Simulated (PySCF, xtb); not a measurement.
B(H)(OH)(SiH3) (BH5OSi), SMILES OB[SiH3]. One conformer was computed; it need not be the lowest.

Harmonic wavenumbers (cm⁻¹) from GFN2-xTB (xtb) at its own minimum, in rising order: 61, 249, 384, 501, 622, 654, 815, 822, 826, 857, 976, 1129, 1311, 2143, 2214, 2221, 2564, 3562.

What does B3LYP-D3(BJ)/def2-TZVP (PySCF 2.14.0) give at its own minimum? (An estimate is asked for; the answer gives what the named calculation found.)

99, 224, 419, 502, 664, 687, 879, 904, 948, 951, 1009, 1183, 1334, 2182, 2206, 2208, 2589, 3795. Paired by order, the mean absolute difference is 54 cm⁻¹ and the zero-point energies are 31.3 and 32.6 kcal/mol.
